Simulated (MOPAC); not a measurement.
MOPAC input (PM6):

```
PM6 1SCF CHARGE=1 GEO-OK AUX(PRECISION=9) THREADS=1
HCl2Se

Se    0.19742117 1   -0.16359053 1    0.58407614 1
Cl    0.90839488 1    1.43153558 1   -0.62899113 1
Cl   -1.25707067 1   -1.14350709 1   -0.61827994 1
H    -0.78483133 1    0.66559362 1    1.34501945 1
```

Output:

```
 *******************************************************************************
 **                                                                           **
 **                              MOPAC v23.2.5                                **
 **                                                                           **
 *******************************************************************************
 ** MOPAC's Digital Object Identifier: https://doi.org/10.5281/zenodo.6511958 **
 **                                                                           **
 ** Please cite the open-source release paper for use of this MOPAC version:  **
 ** J. E. Moussa and J. J. P. Stewart (2026)                                  **
 ** MOPAC: An open-source semiempirical molecular orbital program             **
 ** J. Open Source Softw., 11(119), 8025, https://doi.org/10.21105/joss.08025 **
 *******************************************************************************

                              PM6 CALCULATION RESULTS

 *******************************************************************************
 *  PM6        - The PM6 Hamiltonian to be used
 *  GEO-OK     - OVERRIDE INTERATOMIC DISTANCE AND OTHER SAFETY CHECKS
 *
 *
 *
 *                 CHARGE ON SYSTEM = +1
 *
 *
 *
 *  1SCF       - DO 1 SCF AND THEN STOP
 *  AUX        - OUTPUT AUXILIARY INFORMATION
 *******************************************************************************
PM6 1SCF CHARGE=1 GEO-OK AUX(PRECISION=9) THREADS=1
 HCl2Se

   ATOM   CHEMICAL          X               Y               Z
  NUMBER   SYMBOL      (ANGSTROMS)     (ANGSTROMS)     (ANGSTROMS)

     1      Se          0.19742117  *  -0.16359053  *   0.58407614  *
     2      Cl          0.90839488  *   1.43153558  *  -0.62899113  *
     3      Cl         -1.25707067  *  -1.14350709  *  -0.61827994  *
     4       H         -0.78483133  *   0.66559362  *   1.34501945  *

          CARTESIAN COORDINATES

    NO.       ATOM           X           Y           Z

     1        Se          0.1974     -0.1636      0.5841
     2        Cl          0.9084      1.4315     -0.6290
     3        Cl         -1.2571     -1.1435     -0.6183
     4         H         -0.7848      0.6656      1.3450

 General Reference for PM6:
 "Optimization of Parameters for Semiempirical Methods V: Modification of NDDO Approximations
 and Application to 70 Elements", J. J. P. Stewart, J. Mol. Mod., 13, 1173-1213 (2007)
 URL: https://link.springer.com/article/10.1007/s00894-007-0233-4

           Empirical Formula: H Se Cl2  =     4 atoms

      MOLECULAR POINT GROUP   :   Cs

      RHF CALCULATION, NO. OF DOUBLY OCCUPIED LEVELS = 10

 -------------------------------------------------------------------------------
 PM6 1SCF CHARGE=1 GEO-OK AUX(PRECISION=9) THREADS=1
 HCl2Se

     1SCF WAS SPECIFIED, SO BFGS WAS NOT USED
     SCF FIELD WAS ACHIEVED

                              PM6 CALCULATION
                                                       MOPAC v23.2.5 Linux

          FINAL HEAT OF FORMATION =        176.47481 KCAL/MOL =     738.37059 KJ/MOL

          COSMO AREA              =        109.32 SQUARE ANGSTROMS
          COSMO VOLUME            =         96.13 CUBIC ANGSTROMS

          IONIZATION POTENTIAL    =         16.138181 EV
          HOMO LUMO ENERGIES (EV) =        -16.138 -7.982
          NO. OF FILLED LEVELS    =         10
          MOLECULAR WEIGHT        =        150.8739         POINT GROUP:  Cs

          MOLECULAR DIMENSIONS (Angstroms)

            Atom       Atom       Distance
           Cl     3   Cl     2     3.36455
            H     4   Cl     2     2.12611
           Se     1   Cl     3     0.90287

          SCF CALCULATIONS        =          1

   ATOM   CHEMICAL          X               Y               Z
  NUMBER   SYMBOL      (ANGSTROMS)     (ANGSTROMS)     (ANGSTROMS)

     1      Se          0.19742117  *  -0.16359053  *   0.58407614  *
     2      Cl          0.90839488  *   1.43153558  *  -0.62899113  *
     3      Cl         -1.25707067  *  -1.14350709  *  -0.61827994  *
     4       H         -0.78483133  *   0.66559362  *   1.34501945  *

                             CARTESIAN COORDINATES

   1   Se        0.197421170    -0.163590530     0.584076140
   2   Cl        0.908394880     1.431535580    -0.628991130
   3   Cl       -1.257070670    -1.143507090    -0.618279940
   4    H       -0.784831330     0.665593620     1.345019450

           Empirical Formula: H Se Cl2  =     4 atoms

      MOLECULAR POINT GROUP   :   Cs

                  EIGENVALUES
 -31.32845 -31.31833 -26.05491 -21.04850 -20.84795 -19.02526 -16.75080 -16.57486
 -16.50122 -16.13818  -7.98241  -7.02931  -4.49348  80.08708  80.45705  80.58533
  81.14507  81.32194  81.43228  81.74200  81.74821  82.27781  82.28655

              NET ATOMIC CHARGES AND DIPOLE CONTRIBUTIONS

  ATOM NO.   TYPE          CHARGE      No. of ELECS.   s-Pop       p-Pop       d-Pop
    1         Se           0.935322        5.0647     1.97580     3.08888
    2         Cl          -0.037060        7.0371     1.99736     5.03620     0.00349
    3         Cl          -0.037060        7.0371     1.99736     5.03620     0.00349
    4          H           0.138797        0.8612     0.86120
 DIPOLE           X         Y         Z       TOTAL
 POINT-CHG.     0.348    -0.278     3.639     3.666
 HYBRID        -0.569     0.477    -0.471     0.879
 SUM           -0.221     0.199     3.168     3.182

          ATOMIC ORBITAL ELECTRON POPULATIONS

     Atom    s        px        py        pz      x^2-y^2     xz        z^2       yz        xy
    1 Se   1.97580   1.04815   1.02485   1.01588
    2 Cl   1.99736   1.81999   1.49870   1.71751   0.00066   0.00065   0.00077   0.00056   0.00084
    3 Cl   1.99736   1.59458   1.71952   1.72211   0.00075   0.00049   0.00076   0.00072   0.00076
    4  H   0.86120

 **********************
 *                    *
 * JOB ENDED NORMALLY *
 *                    *
 **********************

 == MOPAC DONE ==
```

The dipole moment of an ion depends on the origin.
